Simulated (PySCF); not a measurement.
C8H10: calculation and literature

Molfile (atoms numbered from 1):
```
C8H10
     RDKit          3D

 18 18  0  0  0  0  0  0  0  0999 V2000
   -2.3883   -0.4635   -0.6435 C   0  0  0  0  0  0  0  0  0  0  0  0
   -1.6556    0.1396    0.5566 C   0  0  0  0  0  0  0  0  0  0  0  0
   -0.1724    0.1466    0.3164 C   0  0  0  0  0  0  0  0  0  0  0  0
    0.6076   -0.9452    0.6756 C   0  0  0  0  0  0  0  0  0  0  0  0
    1.9666   -0.9581    0.4177 C   0  0  0  0  0  0  0  0  0  0  0  0
    2.5650    0.1229   -0.2062 C   0  0  0  0  0  0  0  0  0  0  0  0
    1.7966    1.2149   -0.5712 C   0  0  0  0  0  0  0  0  0  0  0  0
    0.4377    1.2246   -0.3119 C   0  0  0  0  0  0  0  0  0  0  0  0
   -3.4622   -0.4692   -0.4711 H   0  0  0  0  0  0  0  0  0  0  0  0
   -2.1832    0.1151   -1.5416 H   0  0  0  0  0  0  0  0  0  0  0  0
   -2.0577   -1.4857   -0.8136 H   0  0  0  0  0  0  0  0  0  0  0  0
   -1.8842   -0.4470    1.4491 H   0  0  0  0  0  0  0  0  0  0  0  0
   -2.0100    1.1598    0.7182 H   0  0  0  0  0  0  0  0  0  0  0  0
    0.1448   -1.7911    1.1647 H   0  0  0  0  0  0  0  0  0  0  0  0
    2.5608   -1.8138    0.7045 H   0  0  0  0  0  0  0  0  0  0  0  0
    3.6265    0.1145   -0.4059 H   0  0  0  0  0  0  0  0  0  0  0  0
    2.2578    2.0613   -1.0595 H   0  0  0  0  0  0  0  0  0  0  0  0
   -0.1584    2.0806   -0.5966 H   0  0  0  0  0  0  0  0  0  0  0  0
  1  2  1  0
  2  3  1  0
  3  4  2  0
  4  5  1  0
  5  6  2  0
  6  7  1  0
  7  8  2  0
  8  3  1  0
  1  9  1  0
  1 10  1  0
  1 11  1  0
  2 12  1  0
  2 13  1  0
  4 14  1  0
  5 15  1  0
  6 16  1  0
  7 17  1  0
  8 18  1  0
M  END
```

PySCF 2.14.0 with density-fitted response routines calculation with NMR shieldings at PBE0/pcSseg-1/GIAO and GFN2-xTB geometry; one averaged value for each set of equivalent atoms, a single conformation, in vacuum, relativity neglected.

Reference values: estimated from measurements, as parent shift plus tabulated substituent increment (solution, CCl4; Levy, Lichter, Nelson pp. 111-112; Breitmaier, Voelter pp. 256-258, as tabulated by Wired Chemist).
```tsv
atoms	quantity	reference	computed	computed, scaled
C3	δ ¹³C	144.1	151.4	145.3
C5/C7	δ ¹³C	128.5	134.2	128.6
C4/C8	δ ¹³C	128.1	133.3	127.7
C6	δ ¹³C	125.9	131.0	125.5
```

Reference values: estimated from measurements, as parent shift plus tabulated substituent increment (solution, not stated per compound (mostly CDCl3 or CCl4); Pretsch, Buehlmann, Badertscher, Structure Determination of Organic Compounds, 4th ed. (2009)).
| atoms | quantity | reference | computed | computed, scaled |
| --- | --- | --- | --- | --- |
| C5/C7 | δ ¹³C | 128.4 | 134.2 | 128.6 |
| C4/C8 | δ ¹³C | 127.9 | 133.3 | 127.7 |
| C6 | δ ¹³C | 125.7 | 131.0 | 125.5 |
| H15/H17 | δ ¹H | 7.29 | 7.60 | 7.26 |
| H14/H18 | δ ¹H | 7.20 | 7.49 | 7.15 |
| H16 | δ ¹H | 7.16 | 7.48 | 7.14 |

Computed shifts are σ(ref) − σ with the named reference compound (TMS for H and C) calculated as an isolated molecule at the same level. The measured values may be among those fitted. Shieldings were converted by linear fits to measured shifts (mostly CDCl3, TMS scale, for H and C): ¹³C: δ = 179.97 − 0.974σ (rms 2.1 ppm, 958 shifts, 2.3 ppm with the 13 outliers that the fit left out); ¹H: δ = 30.01 − 0.943σ (rms 0.17 ppm, 504 shifts, 0.18 ppm with the 4 outliers that the fit left out). A few per cent of atoms miss by over 2 rms, more outside the fitted compound classes.

Task: How far are the unscaled ¹³C shifts from the references?

Result: Mean signed difference +5.69 ppm, mean absolute 5.69 ppm over 7 comparisons; the largest is +7.3 ppm at C3 (substituted aromatic carbon).

Task: How far are the unscaled ¹H shifts from the references?

Result: Mean signed difference +0.31 ppm, mean absolute 0.31 ppm over 3 comparisons; the largest is +0.32 ppm at H16 (hydrogen on an aromatic CH).

10 of the 14 published NMR values on file for this molecule are compared. The rest: values from further sources.
